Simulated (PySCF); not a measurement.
**29Si chemical shifts**

[PySCF 2.14: PBE0/pcSseg-1 with gauge-including orbitals; coordinates at the GFN2-xTB level; one computed conformer; non-relativistic; fast rotation and ring inversion assumed for equivalent nuclei; in vacuum]

Shieldings were converted by a linear fit to measured shifts: 29Si: δ = 279.94 − 0.822σ (rms 8.9 ppm, 72 shifts, 25.8 ppm with the 6 outliers that the fit left out vs TMS, solution or neat liquid). A few per cent of atoms miss by over 2 rms, more outside the fitted compound classes.

Question: Give the 29Si shifts of `[SiH3]C[C@@H]1C[C@@]12C[C@@H]2S[SiH3]`, `C=C(C)[C@@H]1C[SiH2][C@H]1S[SiH3]`, `O[SiH2]/C(=C\O[SiH3])CCF`, `CCN1CC[C@H]([SiH3])N1C`.

Answer: 
```csv
compound,environment,δ (ppm)
[SiH3:1][CH2:2][C@@H:3]1[CH2:4][C@@:5]12[CH2:6][C@@H:7]2[S:8][SiH3:9],"Si9: silicon bonded to S, 3 H",-52.7
[SiH3:1][CH2:2][C@@H:3]1[CH2:4][C@@:5]12[CH2:6][C@@H:7]2[S:8][SiH3:9],"Si1: silicon bonded to C, 3 H",-67.7
[CH2:1]=[C:2]([CH3:3])[C@@H:4]1[CH2:5][SiH2:6][C@H:7]1[S:8][SiH3:9],"Si6: silicon bonded to 2 C, 2 H, in a 4-membered ring",-38.2
[CH2:1]=[C:2]([CH3:3])[C@@H:4]1[CH2:5][SiH2:6][C@H:7]1[S:8][SiH3:9],"Si9: silicon bonded to S, 3 H",-50.5
[OH:1][SiH2:2]/[C:3](=[CH:4]\[O:5][SiH3:6])[CH2:7][CH2:8][F:9],"Si2: silicon bonded to C, O, 2 H",-29.4
[OH:1][SiH2:2]/[C:3](=[CH:4]\[O:5][SiH3:6])[CH2:7][CH2:8][F:9],"Si6: silicon bonded to O, 3 H",-37.3
CCN1CC[C@H]([SiH3])N1C,"silicon bonded to C, 3 H",-61.8
```

Question: Order these by 29Si shift, lowest first.
A. N#CC[Si@@H]1NC[C@H](CF)N1
B. C[Si](C)(C)OC(=O)C(F)(F)F
C. FC(F)(F)O[C@H]1C[SiH2]CCO1

Answer: C (-54.6 ppm, silicon bonded to 2 C, 2 H, in a 6-membered ring), A (-20.3 ppm, silicon bonded to C, 2 N, H, in a 5-membered ring), B (23.0 ppm, silicon bonded to 3 C, O).
